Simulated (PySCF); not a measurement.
## Ar (argon, neutral) across methods

[Ar], closed-shell 1S. Calculation: PySCF 2.14, in aug-cc-pV(5+d)Z (8s7p6d4f3g2h, 136 functions); the non-relativistic Hamiltonian (point nucleus).

```csv
method,E (hartree),mean ε 2p (eV),mean ε 3s (eV),mean ε 3p (eV),Σ⟨r²⟩ (bohr²),⟨S²⟩
UHF,-526.81735,-260.45,-34.759,-16.083,26.04,0.000
PBE0,-527.3869,-237.77,-27.000,-11.981,26.04,0.000
PBE,-527.3439,-229.90,-24.064,-10.288,26.23,0.000
PBEsol,-526.6041,-229.65,-23.980,-10.253,26.22,0.000
revPBE,-527.4555,-229.83,-24.047,-10.249,26.19,0.000
LDA,-525.9420,-229.84,-24.042,-10.405,26.29,0.000
r2SCAN,-527.5159,-233.14,-25.178,-10.730,25.99,0.000
```

Problem. Estimate the same row for TPSS.

Solution. E (hartree) = -527.5678; mean ε 2p (eV) = -230.52; mean ε 3s (eV) = -24.532; mean ε 3p (eV) = -10.424; Σ⟨r²⟩ (bohr²) = 26.09; ⟨S²⟩ = 0.000.
